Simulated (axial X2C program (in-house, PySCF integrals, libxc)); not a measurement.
## What spin–orbit coupling does to AlSe⁻

All values were computed with an in-house relativistic program for diatomic molecules. Spin-free means the one-electron spin-free X2C Hamiltonian; two-component (2c) means X2C with spin–orbit coupling and atomic mean-field two-electron Coulomb and Gaunt terms, so the difference of the two also holds small scalar two-electron terms. Basis: Se dyall-acv3z [9s10p7d5f1g], Al dyall-av3z [9s9p3d2f] (cores contracted in-house); Gaussian nuclei, density fitting, unrestricted open shells. Masses: Se 79.917 u, Al 26.982 u.

Spin-free state: M_S = 0, Λ = 0 (closed shell); fragments Se- + Al.

```json
{"level": "PBE0", "Re (Å)": "2.232", "ωe (cm⁻¹)": "443.2", "De (eV)": "4.256", "μ (D)": "-1.73"}
{"level": "HF", "Re (Å)": "2.226", "ωe (cm⁻¹)": "461.0", "De (eV)": "3.043", "μ (D)": "-1.30"}
{"level": "MP2", "Re (Å)": "2.239", "ωe (cm⁻¹)": "446.2", "De (eV)": "4.422", "μ (D)": "n/a"}
{"level": "CCSD", "Re (Å)": "2.237", "ωe (cm⁻¹)": "448.9", "De (eV)": "4.116", "μ (D)": "n/a"}
{"level": "CCSD(T)", "Re (Å)": "2.245", "ωe (cm⁻¹)": "439.9", "De (eV)": "4.278", "μ (D)": "n/a"}
{"level": "M06", "Re (Å)": "2.228", "ωe (cm⁻¹)": "442.8", "De (eV)": "4.161", "μ (D)": "-1.59"}
```

Correlated methods: 10 electrons correlated (number of frozen shells: Se 3 s, 2 p, 1 d; Al 2 s, 1 p), 248 virtual spin orbitals or spinors in MP2, 88 natural virtuals in coupled cluster.

Dipoles are positive if Al is the positive end and refer to the centre of mass.

Two-component determinant lowest at the distance of the search:

Ω = 0 (closed shell); fragments Se- + Al.

```
  level  Re (Å)  ωe (cm⁻¹)  De (eV)  μ (D)
   PBE0   2.232      442.6    4.219  -1.74
     HF   2.226      460.4    2.949  -1.31
    MP2   2.240      445.7    4.333    n/a
   CCSD   2.238      448.4    4.022    n/a
CCSD(T)   2.246      439.4    4.183    n/a
    M06   2.228      442.1    4.076  -1.60
```

From the two tables, how do the constants change at the CCSD(T) level (2c against spin-free)?

At the CCSD(T) level Re rises by 0.001 Å and ωe decreases by 0.5 cm⁻¹; De changes by -0.095 eV.

One determinant describes the state; a PBE0 search over occupations chose it and may have missed a lower one. The closed shell is kept restricted, so the energy runs too high when the bond is stretched far. Dissociation energies refer to the lowest single-determinant-based atoms at the same level and basis. CCSD and (T) use frozen natural virtuals with an MP2 correction for the truncation; (T) itself is uncorrected, so its De runs slightly low. The 2c atoms are single determinants rather than J levels; their spin–orbit lowering is only partly caught, and De is too large by that part. This holds for PBE0, M06. Without a current term, density functionals place determinants with orbital angular momentum somewhat too high. Hartree–Fock gets electron affinities wrong, so its lowest charge split need not be the true one.
